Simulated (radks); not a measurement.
Values are calculated unless marked as measured or tabulated.
V, configuration [Ar] 3d3 4s2. Level of theory: scalar-relativistic Kohn-Sham, r2SCAN, spin-unpolarised, spherical densities, finite nucleus; meta-GGA in the generalised Kohn-Sham scheme; Fermi nuclear charge, rms radius 3.6002 fm (a radial shooting solver on a logarithmic mesh with Libxc functionals).

Local quantities along the radius. ELF = 1/(1 + alpha^2) is the electron localisation function; alpha = (tau - tau_W)/tau_unif compares the Pauli kinetic energy density with that of the uniform gas; -r V(r) is the screened charge that the Kohn-Sham potential presents (atomic units); 4 pi r^2 rho is in e/bohr. tau is taken from the large components.

| r (bohr) | ELF | alpha | -r V(r) | 4 pi r^2 rho |
|---|---|---|---|---|
| 0.003271 | 1.000 | 0.01517 | 22.79 | 1.026 |
| 0.004293 | 1.000 | 0.01590 | 22.71 | 1.673 |
| 0.005635 | 1.000 | 0.01708 | 22.61 | 2.689 |
| 0.007397 | 1.000 | 0.01891 | 22.47 | 4.241 |
| 0.009632 | 1.000 | 0.02166 | 22.30 | 6.440 |
| 0.01264 | 0.999 | 0.02611 | 22.07 | 9.591 |
| 0.01659 | 0.999 | 0.03350 | 21.77 | 13.68 |
| 0.02178 | 0.998 | 0.04657 | 21.38 | 18.47 |
| 0.02859 | 0.995 | 0.07172 | 20.90 | 23.20 |
| 0.03753 | 0.984 | 0.1256 | 20.30 | 26.61 |
| 0.04926 | 0.939 | 0.2543 | 19.58 | 27.37 |
| 0.06466 | 0.748 | 0.5800 | 18.66 | 25.15 |
| 0.08487 | 0.390 | 1.251 | 17.43 | 21.80 |
| 0.1114 | 0.270 | 1.646 | 16.29 | 20.90 |
| 0.1462 | 0.471 | 1.060 | 14.95 | 24.44 |
| 0.1904 | 0.748 | 0.5799 | 13.54 | 29.07 |
| 0.2499 | 0.842 | 0.4328 | 11.92 | 28.46 |
| 0.328 | 0.726 | 0.6143 | 10.30 | 20.25 |
| 0.4306 | 0.219 | 1.891 | 8.430 | 11.27 |
| 0.5651 | 0.195 | 2.034 | 6.734 | 9.131 |
| 0.7418 | 0.694 | 0.6643 | 5.601 | 11.44 |
| 0.9737 | 0.808 | 0.4872 | 4.156 | 10.77 |
| 1.278 | 0.652 | 0.7313 | 2.987 | 6.556 |
| 1.678 | 0.256 | 1.707 | 1.939 | 2.920 |
| 2.202 | 0.138 | 2.504 | 1.447 | 1.449 |
| 2.867 | 0.402 | 1.220 | 1.207 | 1.004 |
| 3.763 | 0.735 | 0.6009 | 0.9351 | 0.6128 |
| 4.94 | 0.802 | 0.4970 | 0.7219 | 0.2428 |
| 6.484 | 0.661 | 0.7160 | 0.3894 | 0.05320 |
| 8.511 | 0.218 | 1.893 | -0.7007 | 0.005583 |
| 11.17 | 0.010 | 9.784 | -0.2868 | 0.0002445 |

On this mesh the ELF has minima near r = 0.11, 0.49, 2.2 bohr, which separate the shells, and maxima near 0.25 (0.84), 0.97 (0.81), 4.9 (0.80).

Self-consistent cycle (total energy in hartree, residual of the potential): 1: -948.902458, 3e+00; 2: -949.068950, 2e+00; 3: -949.168100, 2e-01; 4: -949.172171, 3e-02; 5: -949.172499, 3e-03; 6: -949.172499, 1e-03; 7: -949.172499, 1e-04; 8: -949.172499, 9e-05; 9: -949.172499, 5e-05; 10: -949.172499, 1e-05; 11: -949.172499, 4e-06; 12: -949.172499, 3e-06; 13: -949.172499, 2e-06.
